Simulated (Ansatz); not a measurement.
Consider the formal exchange of groups at the Sn–Cl bond: `[F][Sn][Cl]` + `C=C1C=C1OC` → `C[O][Sn][F]` + `C=C1C=C1Cl`.

Gas-phase electronic energies from Ansatz, PBE0-D4/def2-TZVP geometries. CBS: MP2 limit from def2 TZ/QZ plus the TZ coupled-cluster correction, frozen cores. Functionals use def2-TZVPP. B3LYP here is the variant with VWN-RPA as its local correlation; programs differ in this. Elements past krypton have def2 core potentials. For Sn outer-core shells are correlated without core-valence functions, which leaves a few kJ/mol of doubt a bond. One conformer a species, not always the lowest.

```json
{"level": "B3LYP-D4", "ΔE (kcal/mol)": "19.9"}
{"level": "HF/def2-TZVPP", "ΔE (kcal/mol)": "25.2"}
```

(1) What does CCSD(T)/CBS give? (Estimate.)

Largest T1 diagnostic among the species: 0.017.

## Answers

(1) Computed: +18.0 kcal/mol. The listed levels differ from it by 1.9, 7.2 kcal/mol.

In def2-TZVPP, CCSD(T) changes the Hartree–Fock value by −7.1 kcal/mol (the triples alone add −0.9 kcal/mol) and MP2 by −8.1 kcal/mol. From PBE to PBE0 (25 % exact exchange), in def2-TZVPP and without D4, ΔE moves by +2.0 kcal/mol.
